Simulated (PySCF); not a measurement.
## Diatomics of As with group 14

PBE with double-zeta basis sets in PySCF, for the lowest determinant that a PBE0 search found; no spin–orbit coupling. De refers to high-spin ground-configuration atoms. A positive dipole means M(−)As(+).

| M | basis | state (unpaired electrons) | Re (Å) | ωe (cm⁻¹) | De (eV) | μ (D) |
| --- | --- | --- | --- | --- | --- | --- |
| Si | cc-pV(D+d)Z/cc-pVDZ-PP | doublet (π ↑) | 2.210 | 473 | 3.52 | -0.32 |
| Ge | cc-pVDZ-PP | doublet (π ↑) | 2.287 | 332 | 3.24 | -0.84 |
| Sn | def2-SVP | doublet (π ↑) | 2.476 | 275 | 2.93 | -1.53 |
| Pb | def2-SVP | doublet (π ↑) | 2.555 | 240 | 2.74 | -2.15 |

The shortest bond is that of SiAs (2.210 Å), the longest that of AsPb (2.555 Å).

The rows differ in basis set, which adds steps of its own.

Down a group the atoms grow and get heavier, so bonds lengthen and wavenumbers fall; this series shows no clear exception.

These are scalar-relativistic numbers at best; spin–orbit coupling would shift them, the dissociation energy most. States were picked by a PBE0 search and need not be the measured ground states.
